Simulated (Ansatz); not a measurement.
`C[NH][InH][F]` + H–F → `[F][InH][F]` + CH₃NH₂ at 600 K and 1 bar (ligand exchange at the In–N bond).

Gas-phase electronic energies from Ansatz, PBE0-D4/def2-TZVP geometries. CCSD(T)/CBS is the MP2 limit (def2-TZVPP, def2-QZVPP) plus CCSD(T) − MP2 in def2-TZVPP, frozen cores. This one scheme is used for every species. def2 core potentials past Kr. For In outer-core shells are correlated without core-valence functions, which leaves a few kJ/mol of doubt a bond. One conformer a species, not always the lowest.

```
        species  CCSD(T)/CBS energy (Eh)  H − E (kJ/mol)  S (J/(mol·K))
`C[NH][InH][F]`               -385.38945           216.5          427.7
            H–F               -100.39570            42.3          194.0
  `[F][InH][F]`               -390.04654            59.3          339.1
         CH₃NH₂                -95.75281           199.3          283.8
```

H − E and S are ideal-gas, rigid-rotor, harmonic terms from PBE0-D4/def2-TZVP, for one conformer and one mirror image of each species. 1 Eh = 2625.50 kJ/mol, R = 8.31446 J/(mol·K).

By hand: ΔE, ΔH, ΔS and ΔG.

ΔE = (-390.04654) + (-95.75281) − (-385.38945) − (-100.39570) = -0.01420 Eh = -37.3 kJ/mol. Δ(H − E) = 59.3 + 199.3 − 216.5 − 42.3 = -0.2, so ΔH = -37.5 kJ/mol. ΔS = 339.1 + 283.8 − 427.7 − 194.0 = 1.2 J/(mol·K). ΔG = -37.5 − 600 × (1.2)/1000 = -38.2 kJ/mol.

By hand: the equilibrium constant, and the temperature at which ΔG would vanish if ΔH and ΔS stayed fixed.

log₁₀ K = −ΔG/(RT ln 10) = 3.3. ΔH and −TΔS have one sign here, so there is no such temperature. One of them is within its doubt of zero, so this could turn.

The number of gas molecules stays the same, so ΔS is small and ΔH decides. A doubt of 5 kJ/mol in ΔE shifts log₁₀ K by 0.4 here. Other conformers and mirror images would add mixing entropy, several J/(mol·K) or more a flexible species. These are equilibria of isolated gas molecules and say nothing of rates. Largest T1 diagnostic: 0.017 (customary marks: 0.02 for closed shells, 0.045 for open ones).
